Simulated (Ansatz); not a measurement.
C2H4SSi, SMILES `C#CS[SiH3]` at its PBE0-D4/def2-TZVP geometry, where that method's forces vanish. Charge 0, multiplicity 1.

```xyz
8

C    -0.3088    1.2240    1.9651
C    -0.6654    0.9694    0.8431
S    -1.1956    0.6428   -0.7188
Si    0.3079   -0.8329   -1.1715
H     0.0048    1.4503    2.9564
H     1.6544   -0.2208   -1.0885
H     0.1976   -1.9691   -0.2273
H     0.0050   -1.2637   -2.5585
```

Question: What forces (eV/Å) does PBE-D4/def2-TZVPP give on these atoms in the Gaussian-basis code of Ansatz? (An estimate is asked.)

Answer: The calculation gave: 
```
C1   0.302  0.222  0.963
C2  -0.312 -0.232 -0.999
S3  -0.207  0.119 -0.107
Si4  0.036 -0.033 -0.006
H5   0.060  0.046  0.195
H6   0.154  0.059  0.006
H7  -0.004 -0.132  0.100
H8  -0.030 -0.050 -0.152
```
